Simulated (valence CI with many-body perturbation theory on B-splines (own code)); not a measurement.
## Ti II: calculated level list

Computed by configuration interaction combined with many-body perturbation theory (CI+MBPT): three valence electrons over a frozen Dirac-Fock core [Ar], a basis of 9 s, 9 p, 10 d, 8 f, 5 g, 3 h, 1 i functions for each j, with the one-electron correlation potential Σ1, the two-electron term Σ2, the three-electron term Σ3, Breit, model QED; selected CI, second order for the rest (own B-spline code, finite nucleus).

Set against measurement, 52 paired levels are off by 273 cm⁻¹ on average, the worst by 1006. These come from a selection out of the NIST Handbook of Basic Atomic Spectroscopic Data. Levels without a partner in it may be off by more, other configurations by 1,000 to 4,000 cm⁻¹.

Levels 1 to 45 of 67, with energies above the lowest level, 3d2 4s 4F_3/2. "Leading %" is the weight of the configuration and term that name the level; weights of strongly mixed levels are sums over their largest components and can fall short. In the jj column 3d3/2^4 stands for four electrons in 3d with j = 3/2.

| No. | Configuration | Term | J | E (eV) | Leading % | Second component | Leading jj | g |
| --- | --- | --- | --- | --- | --- | --- | --- | --- |
| 1 | 3d2 4s | 4F | 3/2 | 0.0000 | 98 |  | 3d3/2^2 4s (67 %) | 0.399 |
| 2 | 3d2 4s | 4F | 5/2 | 0.0116 | 98 |  | 3d3/2 3d5/2 4s (64 %) | 1.028 |
| 3 | 3d2 4s | 4F | 7/2 | 0.0279 | 98 |  | 3d3/2 3d5/2 4s (80 %) | 1.238 |
| 4 | 3d2 4s | 4F | 9/2 | 0.0486 | 98 |  | 3d5/2^2 4s (78 %) | 1.334 |
| 5 | 3d3 | 4F | 3/2 | 0.1160 | 98 |  | 3d3/2^2 3d5/2 (35 %) | 0.399 |
| 6 | 3d3 | 4F | 5/2 | 0.1253 | 98 |  | 3d3/2^2 3d5/2 (74 %) | 1.028 |
| 7 | 3d3 | 4F | 7/2 | 0.1381 | 98 |  | 3d3/2 3d5/2^2 (78 %) | 1.238 |
| 8 | 3d3 | 4F | 9/2 | 0.1539 | 98 |  | 3d5/2^3 (46 %) | 1.334 |
| 9 | 3d2 4s | 2F | 5/2 | 0.5755 | 94 |  | 3d3/2 3d5/2 4s (56 %) | 0.857 |
| 10 | 3d2 4s | 2F | 7/2 | 0.6088 | 94 |  | 3d5/2^2 4s (57 %) | 1.143 |
| 11 | 3d2 4s | 2D | 3/2 | 1.083 | 71 | 23 % 3d3 2D | 3d5/2^2 4s (28 %) | 0.813 |
| 12 | 3d2 4s | 2D | 5/2 | 1.089 | 74 | 22 % 3d3 2D | 3d5/2^2 4s (29 %) | 1.204 |
| 13 | 3d3 | 2G | 7/2 | 1.105 | 92 | 5 % 3d2 4s 2G | 3d3/2^2 3d5/2 (46 %) | 0.888 |
| 14 | 3d3 | 2G | 9/2 | 1.120 | 92 | 5 % 3d2 4s 2G | 3d5/2^3 (40 %) | 1.111 |
| 15 | 3d3 | 4P | 1/2 | 1.176 | 75 | 14 % 3d3 2P | 3d3/2^2 3d5/2 (80 %) | 2.242 |
| 16 | 3d3 | 4P | 3/2 | 1.178 | 73 | 15 % 3d3 2P | 3d3/2^2 3d5/2 (52 %) | 1.639 |
| 17 | 3d3 | 4P | 5/2 | 1.198 | 95 |  | 3d3/2 3d5/2^2 (59 %) | 1.601 |
| 18 | 3d3 | 2P | 1/2 | 1.203 | 52 | 24 % 3d2 4s 2P | 3d3/2 3d5/2^2 (70 %) | 1.094 |
| 19 | 3d3 | 2P | 3/2 | 1.220 | 50 | 24 % 3d2 4s 2P | 3d5/2^3 (49 %) | 1.418 |
| 20 | 3d2 4s | 4P | 1/2 | 1.259 | 96 |  | 3d3/2^2 4s (39 %) | 2.670 |
| 21 | 3d2 4s | 4P | 3/2 | 1.266 | 96 |  | 3d3/2 3d5/2 4s (87 %) | 1.733 |
| 22 | 3d2 4s | 4P | 5/2 | 1.278 | 95 |  | 3d5/2^2 4s (50 %) | 1.597 |
| 23 | 3d3 | 2H | 9/2 | 1.544 | 97 |  | 3d3/2^2 3d5/2 (48 %) | 0.909 |
| 24 | 3d3 | 2H | 11/2 | 1.556 | 97 |  | 3d3/2 3d5/2^2 (97 %) | 1.091 |
| 25 | 3d3 | 2D | 3/2 | 1.645 | 71 | 24 % 3d2 4s 2D | 3d3/2^3 (29 %) | 0.800 |
| 26 | 3d3 | 2D | 5/2 | 1.660 | 72 | 23 % 3d2 4s 2D | 3d3/2 3d5/2^2 (34 %) | 1.201 |
| 27 | 3d2 4s | 2G | 9/2 | 1.906 | 93 | 5 % 3d3 2G | 3d3/2 3d5/2 4s (74 %) | 1.111 |
| 28 | 3d2 4s | 2G | 7/2 | 1.907 | 93 | 5 % 3d3 2G | 3d3/2 3d5/2 4s (73 %) | 0.888 |
| 29 | 3d2 4s | 2P | 1/2 | 2.170 | 65 | 30 % 3d3 2P | 3d3/2 3d5/2 4s (44 %) | 0.666 |
| 30 | 3d2 4s | 2P | 3/2 | 2.184 | 65 | 30 % 3d3 2P | 3d3/2 3d5/2 4s (37 %) | 1.333 |
| 31 | 3d3 | 2F | 7/2 | 2.610 | 94 |  | 3d3/2 3d5/2^2 (67 %) | 1.143 |
| 32 | 3d3 | 2F | 5/2 | 2.617 | 94 |  | 3d3/2 3d5/2^2 (52 %) | 0.857 |
| 33 | 3d 4s2 | 2D | 3/2 | 3.076 | 69 | 23 % 3d3 2D | 3d3/2 4s^2 (69 %) | 0.799 |
| 34 | 3d 4s2 | 2D | 5/2 | 3.106 | 68 | 25 % 3d3 2D | 3d5/2 4s^2 (68 %) | 1.200 |
| 35 | 3d2 4p | 4G° | 5/2 | 3.620 | 96 |  | 3d3/2^2 4p1/2 (57 %) | 0.575 |
| 36 | 3d2 4p | 4G° | 7/2 | 3.643 | 97 |  | 3d3/2 3d5/2 4p1/2 (59 %) | 0.985 |
| 37 | 3d2 4p | 4G° | 9/2 | 3.672 | 98 |  | 3d3/2 3d5/2 4p3/2 (65 %) | 1.172 |
| 38 | 3d2 4p | 4G° | 11/2 | 3.705 | 98 |  | 3d5/2^2 4p3/2 (78 %) | 1.273 |
| 39 | 3d2 4p | 4F° | 3/2 | 3.775 | 94 |  | 3d3/2^2 4p1/2 (38 %) | 0.410 |
| 40 | 3d2 4p | 4F° | 5/2 | 3.790 | 95 |  | 3d3/2 3d5/2 4p1/2 (40 %) | 1.028 |
| 41 | 3d2 4p | 4F° | 7/2 | 3.809 | 95 |  | 3d3/2 3d5/2 4p3/2 (60 %) | 1.237 |
| 42 | 3d2 4p | 2F° | 5/2 | 3.821 | 90 |  | 3d3/2 3d5/2 4p3/2 (42 %) | 0.870 |
| 43 | 3d2 4p | 4F° | 9/2 | 3.832 | 96 |  | 3d5/2^2 4p3/2 (50 %) | 1.333 |
| 44 | 3d2 4p | 2F° | 7/2 | 3.856 | 93 |  | 3d5/2^2 4p3/2 (37 %) | 1.146 |
| 45 | 3d2 4p | 2D° | 3/2 | 3.890 | 90 |  | 3d3/2 3d5/2 4p3/2 (36 %) | 0.798 |

Names give the largest LS component (configuration and term), which can be under half, so a name can repeat, a term be missing and a line seem to break the LS rules; names also repeat where a configuration has a term twice.

Where two levels of one J and parity lie close, their mixing, g and order are uncertain.

The ionisation energy to 3d2 3F_2 of the next ion comes out as 13.493 eV (NIST: 13.5755 ± 0.0025 eV (measured), further off than twice its uncertainty). All 67 levels together are meant to be complete up to 5.123 eV.
